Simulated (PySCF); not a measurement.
The third ionisation energy along the 3d series

Calculated with PySCF 2.14 from differences of total energies of unrestricted determinants, without spin-orbit coupling. Values in eV. The last column holds reference values (NIST; (s) semi-empirical, (t) theoretical, else measured). Unmarked ones compare directly (S terms, centres of terms, or small fine structure); those marked * lie between the lowest fine-structure levels and include a spin-orbit shift.

```json
{"element": "Sc (aug-cc-pwCVTZ-DK, spin-free X2C)", "configurations": "[Ar] 3d1 → [Ar]", "LDA": "25.367", "PBE": "25.321", "PBE0": "25.182", "MP2 (valence)": "n/a", "MP2 (valence and next inner shell)": "24.506", "SCS-MP2 (valence and next inner shell)": "24.446", "reference": "24.757 *"}
{"element": "Ti (aug-cc-pwCVTZ-DK, spin-free X2C)", "configurations": "[Ar] 3d2 → [Ar] 3d1", "LDA": "28.026", "PBE": "27.944", "PBE0": "27.826", "MP2 (valence)": "26.751", "MP2 (valence and next inner shell)": "27.313", "SCS-MP2 (valence and next inner shell)": "27.197", "reference": "27.492 *"}
{"element": "V (aug-cc-pwCVTZ-DK, spin-free X2C)", "configurations": "[Ar] 3d3 → [Ar] 3d2", "LDA": "30.056", "PBE": "29.809", "PBE0": "29.634", "MP2 (valence)": "28.570", "MP2 (valence and next inner shell)": "29.261", "SCS-MP2 (valence and next inner shell)": "28.961", "reference": "29.311 *"}
{"element": "Cr (aug-cc-pwCVTZ-DK, spin-free X2C)", "configurations": "[Ar] 3d4 → [Ar] 3d3", "LDA": "31.935", "PBE": "31.507", "PBE0": "31.301", "MP2 (valence)": "30.367", "MP2 (valence and next inner shell)": "31.127", "SCS-MP2 (valence and next inner shell)": "30.648", "reference": "30.959 ± 0.025 *"}
{"element": "Mn (aug-cc-pwCVTZ-DK, spin-free X2C)", "configurations": "[Ar] 3d5 → [Ar] 3d4", "LDA": "34.448", "PBE": "34.057", "PBE0": "33.874", "MP2 (valence)": "33.230", "MP2 (valence and next inner shell)": "33.875", "SCS-MP2 (valence and next inner shell)": "33.313", "reference": "33.668 ± 0.012 *"}
{"element": "Fe (aug-cc-pwCVTZ-DK, spin-free X2C)", "configurations": "[Ar] 3d6 → [Ar] 3d5", "LDA": "31.680", "PBE": "31.488", "PBE0": "30.998", "MP2 (valence)": "30.036", "MP2 (valence and next inner shell)": "30.561", "SCS-MP2 (valence and next inner shell)": "30.573", "reference": "30.651 ± 0.012 *"}
{"element": "Co (aug-cc-pwCVTZ-DK, spin-free X2C)", "configurations": "[Ar] 3d7 → [Ar] 3d6", "LDA": "34.377", "PBE": "34.141", "PBE0": "33.692", "MP2 (valence)": "33.149", "MP2 (valence and next inner shell)": "33.598", "SCS-MP2 (valence and next inner shell)": "33.559", "reference": "33.5 ± 0.06 (s) *"}
{"element": "Ni (aug-cc-pwCVTZ-DK, spin-free X2C)", "configurations": "[Ar] 3d8 → [Ar] 3d7", "LDA": "36.297", "PBE": "35.829", "PBE0": "35.324", "MP2 (valence)": "34.995", "MP2 (valence and next inner shell)": "35.542", "SCS-MP2 (valence and next inner shell)": "35.322", "reference": "35.187 ± 0.019 *"}
{"element": "Cu (aug-cc-pwCVTZ-DK, spin-free X2C)", "configurations": "[Ar] 3d9 → [Ar] 3d8", "LDA": "38.092", "PBE": "37.369", "PBE0": "36.840", "MP2 (valence)": "36.846", "MP2 (valence and next inner shell)": "37.450", "SCS-MP2 (valence and next inner shell)": "37.053", "reference": "36.841 ± 0.012 *"}
{"element": "Zn (aug-cc-pwCVTZ-DK, spin-free X2C)", "configurations": "[Ar] 3d10 → [Ar] 3d9", "LDA": "40.770", "PBE": "40.117", "PBE0": "39.625", "MP2 (valence)": "40.061", "MP2 (valence and next inner shell)": "40.581", "SCS-MP2 (valence and next inner shell)": "40.109", "reference": "39.723 *"}
```

"Valence" correlates the outer s and p shells and, in groups 3 to 12 and the f block, the outer d or f shell, open or full, or the next shell where the ion has no valence electron left; the wider scheme adds the next inner shell.
